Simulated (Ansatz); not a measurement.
Basis-set extrapolation for C2H3Cl2Si, SMILES `[CH]=C[SiH](Cl)Cl` radical (PBE0-D4/def2-TZVP geometry, frozen core, Ansatz 0.2.0). Multiplicity 2, UHF reference.

```csv
,def2-TZVPP,def2-QZVPP
HF,-1285.516264,-1285.554027
MP2 correlation,-0.766165,-0.834354
CCSD(T) correlation,-0.869770,not run
```

Energies in hartree. Use E(X) = E(∞) + A·exp(−7.88·√X) for Hartree–Fock and E(X) = E(∞) + B·X^(−2.97) for correlation, with X = 3 and 4, and add CCSD(T) minus MP2 of the smaller set to the MP2 limit.

Q: What is the CCSD(T) energy at the basis-set limit?

A: HF limit: -1285.554027 + (-0.037763) × 0.13774 = -1285.55923. MP2 limit: -0.834354 + (-0.068189) × 0.74074 = -0.88486. Higher-order term: -0.869770 − (-0.766165) = -0.10361. Total: -1286.54770 hartree, 424.5 kJ/mol below CCSD(T)/def2-TZVPP.

The UHF reference is spin-contaminated (⟨S²⟩ = 0.92, T1 = 0.026).
